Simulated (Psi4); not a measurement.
Torsional profile of SMILES C(=Cc1ccc[se]1)c1nccs1. Scanned: dihedral C1–C2–C3–Se7; all other coordinates were relaxed at GFN2-xTB. Points at φ and −φ are mirror images.

Geometry of the scan point at 75° (Å):
```
19

C      0.7924    -0.1517     0.0980
C      0.8803    -0.2610     1.4289
C     -0.2563    -0.1153     2.3236
C     -0.4743     0.8903     3.2168
C     -1.6273     0.7444     4.0233
C     -2.3233    -0.4012     3.8167
Se    -1.5583    -1.4650     2.5035
C      1.9041    -0.2355    -0.7989
N      1.8148    -0.1226    -2.0825
C      3.0072    -0.2320    -2.6957
C      4.0707    -0.4369    -1.8713
S      3.5595    -0.4973    -0.2343
H     -0.1666    -0.0088    -0.3822
H      1.8535    -0.3708     1.8962
H      0.1706     1.7511     3.2774
H     -1.9216     1.4865     4.7463
H     -3.2171    -0.7127     4.3266
H      3.0532    -0.1544    -3.7670
H      5.1049    -0.5540    -2.1236
```

Computed with Psi4 with PBE-D3(BJ)/def2-SVP // GFN2-xTB.

Scanned values (°): -165, -150, -135, -120, -105, -90, -75, -60, -45, -30, -15, 0, 15, 30, 45, 60, 75, 90, 105, 120, 135, 150, 165, 180.

Task: Describe the profile: where are the wells and the tops?

Result: Lower than their neighbours: 0° (0.0 kcal/mol), 180° (1.2 kcal/mol). Higher than their neighbours: -90° (8.0 kcal/mol), 90° (8.0 kcal/mol). The whole profile spans 8.0 kcal/mol.
